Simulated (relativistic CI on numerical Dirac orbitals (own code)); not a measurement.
## Energy levels of Br¹⁶⁺

Calculated at this level of theory: Dirac-Coulomb-Breit CI, orbitals from a KLI potential per configuration, model QED, unscaled Slater integrals (own radial code, finite nucleus).

Configurations in the expansion (outside the closed core [Ne]): 3s²3p⁶3d, 3s²3p⁵3d², 3s3p⁶3d², 3s²3p⁶4s, 3s²3p⁶4p, 3s²3p⁶4d, 3s²3p⁶4f, 3s²3p⁵3d4s, 3s²3p⁵3d4p, 3p⁶3d³, 3p⁵3d⁴. Double excitations out of closed p, d and f shells are left out; levels of such configurations are missing from the list, as are those of other unlisted configurations, and high levels can miss mixing partners. These lack a partner that the ground configuration has and come out too high: 3s²3p⁵3d4s, 3s²3p⁵3d4p.

The lowest level is 3s²3p⁶3d ²D3/2, with 100 % of that term; Hund's rules for 3s²3p⁶3d give ²D with J = 3/2, in agreement.

```
No.  Configuration  Term     J  E (cm⁻¹)    %  Next component (%)  Lifetime (s)
  1       3s²3p⁶3d    ²D   3/2         0  100                                  
  2       3s²3p⁶3d    ²D   5/2     13150  100                          4.08e-02
  3      3s²3p⁵3d²   ⁴D°   1/2    676480   99               1 ²P°      4.76e-07
  4      3s²3p⁵3d²   ⁴D°   3/2    680952   94               4 ⁴F°      6.63e-08
  5      3s²3p⁵3d²   ⁴D°   5/2    688704   88               8 ⁴F°      4.22e-08
  6      3s²3p⁵3d²   ⁴D°   7/2    699860   85              11 ⁴F°      6.97e-08
  7      3s²3p⁵3d²   ⁴G°   9/2    720409   82              14 ⁴F°      3.95e-02
  8      3s²3p⁵3d²   ⁴G°  11/2    720992   99               1 ²H°      6.79e+01
  9      3s²3p⁵3d²   ⁴G°   7/2    723660   66              16 ⁴F°      7.30e-08
 10      3s²3p⁵3d²   ⁴G°   5/2    725324   28              23 ⁴F°      4.70e-09
 11      3s²3p⁵3d²   ⁴P°   5/2    732800   73              10 ⁴G°      3.36e-06
 12      3s²3p⁵3d²   ⁴P°   3/2    740357   48              20 ²D°      2.72e-09
 13      3s²3p⁵3d²   ⁴F°   3/2    742523   38              36 ⁴P°      7.44e-10
 14      3s²3p⁵3d²   ⁴P°   1/2    752857   83               9 ²P°      2.19e-07
 15      3s²3p⁵3d²   ²D°   5/2    755221   65              13 ²F°      1.33e-09
 16      3s²3p⁵3d²   ²G°   7/2    756410   38              38 ⁴F°      1.00e-07
 17      3s²3p⁵3d²   ⁴F°   9/2    756808   74              20 ²G°      1.30e-03
 18      3s²3p⁵3d²   ²F°   5/2    769857   50              23 ⁴F°      2.58e-10
 19      3s²3p⁵3d²   ⁴F°   3/2    771448   38              32 ²P°      1.03e-09
 20      3s²3p⁵3d²   ²F°   7/2    778398   49              27 ⁴D°      2.23e-09
 21      3s²3p⁵3d²   ⁴G°   5/2    779604   39              33 ⁴F°      1.53e-09
 22      3s²3p⁵3d²   ²H°  11/2    781434   99               1 ⁴G°      1.16e-02
 23      3s²3p⁵3d²   ²P°   1/2    782107   88               9 ⁴P°      6.87e-10
 24      3s²3p⁵3d²   ²F°   7/2    783417   93               3 ⁴G°      1.20e-10
 25      3s²3p⁵3d²   ²H°   9/2    812856   64              34 ²G°      1.69e-03
 26      3s²3p⁵3d²   ²G°   7/2    813288   54              21 ⁴G°      7.30e-08
 27      3s²3p⁵3d²   ²D°   3/2    816625   41              28 ²P°      8.46e-09
 28      3s²3p⁵3d²   ⁴D°   5/2    819451   74              16 ²D°      3.84e-10
 29      3s²3p⁵3d²   ⁴D°   3/2    825417   41              36 ²D°      3.67e-10
 30      3s²3p⁵3d²   ⁴D°   7/2    825912   77              12 ²F°      1.13e-09
```

Energies count from the lowest computed level; ° marks odd parity; lifetimes are radiative, by E1, M1, E2, M2, E3 decay to levels of this space only.

The mean weight of the leading LS term, summed over parents, in these 30 levels is 69 %, and that of the leading jj configuration (from the same eigenvectors) 63 %.

At this charge energies of transitions that change n are usually good to better than 1 %, and those within a shell (Δn = 0) to a few per cent.

LS names give the leading component of a level, which can be under half, so a name can repeat, a term be missing and a line seem to break the LS rules.
